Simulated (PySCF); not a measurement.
Gas-phase reaction: 3 GaCl3 + 2 O3 = 3 GaCl + 6 ClO

Energies from PySCF, thermal terms from the rigid-rotor harmonic-oscillator model, ideal gas at 1 bar. † marks an energy on the PBE0/def2-TZVP geometry and frequencies; other levels use their own. 6-31G* has spherical d functions here. Open shells (unrestricted): ClO (multiplicity 2, electronic degeneracy 4); the rest are closed-shell singlets. Spin-orbit splitting is ignored; it lowers the true energy and changes the entropy of ClO. B3LYP is the form with VWN-RPA correlation. Ga: all electrons, no relativistic terms. The harmonic model lacks anharmonicity and excited electronic states, which grow with temperature; levels with a mode under 35 cm⁻¹ are left out. Strong static correlation: O3.

| level | ΔE electronic, kJ | ΔH°(298 K), kJ | ΔS°(298 K), J/K | ΔG°(2000 K), kJ |
|---|---|---|---|---|
| B3LYP/6-31G* | 1317 | 1293 | 628 | 71 |
| B3LYP/def2-TZVP† | 1246 | 1222 | 628 | 0 |
| BLYP/def2-TZVP† | 1208 | 1185 | 628 | -38 |
| PBE/def2-SVP | 1579 | 1558 | 625 | 346 |
| PBE/def2-TZVP† | 1371 | 1347 | 628 | 125 |
| PBE0/def2-QZVP† | 1352 | 1329 | 628 | 106 |
| PBE0/def2-TZVP | 1372 | 1348 | 628 | 126 |
| r2SCAN/def2-TZVP† | 1444 | 1421 | 628 | 198 |
| LDA/def2-TZVP† | 1603 | 1580 | 628 | 357 |
| ωB97M-V/def2-TZVP† | 1382 | 1358 | 628 | 136 |
| ωB97X-V/def2-TZVP† | 1426 | 1402 | 628 | 180 |
ΔH° is lowest at BLYP/def2-TZVP† and highest at LDA/def2-TZVP†. No reference value is set beside these.
